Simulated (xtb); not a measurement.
C3H7NOSi, SMILES N#CCCO[SiH3]. All values are semi-empirical tight-binding results from xtb (GFN2-xTB unless named), good for trends rather than for accurate numbers. Geometry optimised at GFN2-xTB. Other conformers were not sampled.

**Question.** Estimate the properties. (The exact figures need the calculation; the answer reports its results.)

**Answer.** 
| Item | Result |
|---|---|
| point group as xtb finds it | Cs |
| orbital gap | 5.60 eV |
| dipole moment | 2.81 D |
| zero-point energy | 57.4 kcal/mol |
| G − E(el) at 298.15 K (modified RRHO) | 36.8 kcal/mol |
| static polarisability (D4 model) | 74.1 bohr³ |
| solvation energy, GFN2-xTB/ALPB(water) | -4.6 kcal/mol |
| solvation energy, GFN2-xTB/ALPB(dmf) | -7.0 kcal/mol |
